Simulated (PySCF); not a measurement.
# How methods differ on the ionisation energy of V

V [Ar] 3d3 4s2 (4F) → V⁺ [Ar] 3d4 (5D), as a difference of total energies. Calculation: PySCF 2.14, in pcseg-2 (6s4p3d2f1g, 56 functions); the non-relativistic Hamiltonian (point nucleus). Correlated levels: valence: [Ar] frozen. The calculations carry no spin-orbit coupling.

Task: Order these methods by the ionisation energy they give, lowest first.
A. SCS-MP2 (valence)
B. MP2 (valence)
C. TPSS
D. UHF

Result: D (5.991 eV), C (6.039 eV), B (6.305 eV), A (6.798 eV).

These non-relativistic numbers lack the scalar-relativistic shift.

Errors of the correlated levels include the incompleteness of this basis and the frozen core.

For comparison: 6.732 eV (measured; NIST levels, between the centres of gravity of the two terms).
